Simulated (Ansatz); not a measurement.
Basis-set extrapolation for AlClH₆Si₂, SMILES `[AlH2][SiH]([SiH3])Cl` (PBE0-D4/def2-TZVP geometry, frozen core, Ansatz 0.2.0). Multiplicity 1, RHF reference.

```json
{"": "HF", "def2-TZVPP": "-1282.847210", "def2-QZVPP": "-1282.884879"}
{"": "MP2 correlation", "def2-TZVPP": "-0.516361", "def2-QZVPP": "-0.561033"}
{"": "CCSD(T) correlation", "def2-TZVPP": "-0.610483", "def2-QZVPP": "not run"}
```

Energies in hartree. Use E(X) = E(∞) + A·exp(−7.88·√X) for Hartree–Fock and E(X) = E(∞) + B·X^(−2.97) for correlation, with X = 3 and 4, and add CCSD(T) minus MP2 of the smaller set to the MP2 limit.

Question: What is the CCSD(T) energy at the basis-set limit?

Answer: HF limit: -1282.884879 + (-0.037669) × 0.13774 = -1282.89007. MP2 limit: -0.561033 + (-0.044672) × 0.74074 = -0.59412. Higher-order term: -0.610483 − (-0.516361) = -0.09412. Total: -1283.57831 hartree, 316.7 kJ/mol below CCSD(T)/def2-TZVPP.
